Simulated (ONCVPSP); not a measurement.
**tantalum (Ta): one change to an ONCV potential, before and after**

```
Element                 : Ta
Generator               : ONCVPSP 4.0.1
Type                    : optimised norm-conserving Vanderbilt (ONCV)
Functional              : PW91
Relativity              : scalar-relativistic
Frozen core             : [Kr] 4d10 4f14
Valence charge          : 13
Reference configuration : 5s2 5p6 5d3 6s1 (charge +1)
Partial waves           : 5s+6s: rc 1.90 bohr, ncon 4, nbas 8, qcut 7.7 1/bohr, 2 projectors; 5p: rc 1.35 bohr, ncon 5, nbas 8, qcut 5.6 1/bohr, 2 projectors, debl 0.7 Ha; 5d: rc 2.90 bohr, ncon 3, nbas 8, qcut 4.5 1/bohr, 2 projectors, debl 3.2 Ha
Local potential         : polynomial inside 0.85 bohr (lpopt 5, dvloc0 -1 Ha)
Core correction         : polynomial model core, fcfact 0.35
```

In the p channel the program set the typed energies aside and used -1.716, 0.250 Ha.

Change: d: rc 2.12.

Cutoffs: the cutoffs (Ha) at which the residual kinetic energy of the hardest occupied pseudo-wave falls to 1 and 0.1 mHa per electron; they do not see the model core or the augmentation charge, which bear on the density cutoff. Errors are all-electron minus pseudo energies relative to the spin-unpolarised reference configuration.

Task: How do hardness, ghosts and transferability respond?

Result: The potential gets neither clearly harder nor softer (90 Ha and 107 Ha → 90 Ha and 107 Ha); both files keep a bound ghost (s); of the 4 tests that both files solve, the error grows in 2 and shrinks in 2 by more than 15 % and 0.3 meV (median size 9.3 → 20.3 meV).

```csv
quantity,base,changed
"cutoff, loose",90 Ha,90 Ha
"cutoff, tight",107 Ha,107 Ha
loose cutoff by channel,"s 18 Ha, p 90 Ha, d 8.1 Ha","s 18 Ha, p 90 Ha, d 11 Ha"
bound ghosts,s,s
GHOST(+) flags under 300 eV,"d at 138.7 eV, p at 150.1 eV","d at 116.9 eV, p at 150.1 eV"
"error for 5s2 5p6 5d3 6s2, meV [ΔE -8.53 eV]",+1.6,+2.1
"error for 5s2 5p6 5d3 6s0, meV [ΔE 15.03 eV]",-16,-8.2
"error for 5s2 5p6 5d2 6s0, meV [ΔE 38.71 eV]",+2.8,-32
"error for 5s2 5p6 5d1 6s0, meV [ΔE 73.83 eV]",+245,-73
s: phases at 1.93 bohr within 0.05 rad from the reference energy up to (Ha; the scan ends near 5),to the end of the scan,to the end of the scan
p: phases at 1.37 bohr within 0.05 rad from the reference energy up to (Ha; the scan ends near 5),4.8,4.8
"rms error of d²Exc/dni dnj with the model core, mHa",0.98,0.70
```

 A true bound ghost makes a file unfit for plane-wave use even where its test errors are small: the radial tests pick states by their node count and pass the ghost by.
